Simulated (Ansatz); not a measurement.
Spectroscopic constants of MnF, multiplicity 7 (the spin of the measured ground state). No spin–orbit coupling. Mn is treated without relativity.

Constants: fifth-degree fit in 1/R to seven points, most abundant isotopes. Runs in def2 and cc sets follow the lowest solution found near the PBE0 minimum.

Correlated levels freeze the inner cores; with def2 sets outer-core shells near the valence are correlated too. CBS(a, b) extrapolates the correlation energy as X⁻³ and adds the Hartree–Fock energy of set b.

Codes used: Ansatz (an electronic-structure program). 

What bond length and harmonic frequency does SVWN5/def2-TZVPP give, and what D_e (from each atom's lowest state at the same level)?

r_e = 1.793 Å, ω_e = 648 cm⁻¹, D_e = 5.91 eV.

What bond length and harmonic frequency does B3LYP/def2-TZVPP give, and what D_e (from each atom's lowest state at the same level)?

r_e = 1.838 Å, ω_e = 612 cm⁻¹, D_e = 4.58 eV.

What bond length and harmonic frequency does CCSD(T)/CBS(def2-TZVPP, def2-QZVPP) give?

r_e = 1.824 Å, ω_e = 647 cm⁻¹.

Measured for the ground state: D_0 4.576 ± 0.078 eV (a handbook's tabulated 298 K bond energy less 3RT/2; such tables hold older values) [Luo, bond dissociation energies, CRC Handbook].
